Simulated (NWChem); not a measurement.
System: CH5GeNOSi; SMILES N1[SiH2]O[C]=1[GeH3]

NWChem input:

```
start job
memory heap 200 mb stack 900 mb global 1100 mb
geometry units angstroms noautosym nocenter noautoz
  Ge    -0.006748     1.655474     0.000124
  C      0.089918    -0.314493     0.000568
  N      1.141220    -1.058699     0.007098
  Si    -0.029944    -2.392011    -0.001588
  O     -1.100495    -1.012728    -0.007039
  H     -0.798243     2.098683     1.239103
  H      1.420336     2.209710     0.029191
  H     -0.746883     2.100112    -1.269796
  H     -0.134540    -3.220445    -1.230458
  H     -0.154174    -3.224065     1.222974
end
basis spherical
  * library pcsseg-1
end
dft
  xc pbe0
  iterations 150
end
property
  shielding 9 1 2 3 4 5 6 7 8 9
end
task dft property
```

Geometry: optimised at PBE0/def2-SVP.

GIAO values for the isolated, static molecule; σ is the absolute isotropic shielding, δ = σ(reference) − σ with the isolated reference molecule computed at the same levels (13C: tetramethylsilane, 1H: tetramethylsilane, 15N: ammonia, 17O: water, 29Si: tetramethylsilane).

Atoms are numbered as in the input.

Q: What results follow from this input? (PBE0/pcSseg-1, GIAO.) Quantities: σ Ge1 (ppm); δ C2 (ppm); δ N3 (ppm); δ Si4 (ppm); δ O5 (ppm); δ H6 (rotor mean) (ppm); δ H9 (ppm).

A: 
* **σ Ge1 (ppm)**: 1585.8
* **δ C2 (ppm)**: 205.0
* **δ N3 (ppm)**: 328.9
* **δ Si4 (ppm)**: 47.5
* **δ O5 (ppm)**: 248.8
* **δ H6 (rotor mean) (ppm)**: 4.33
* **δ H9 (ppm)**: 6.12
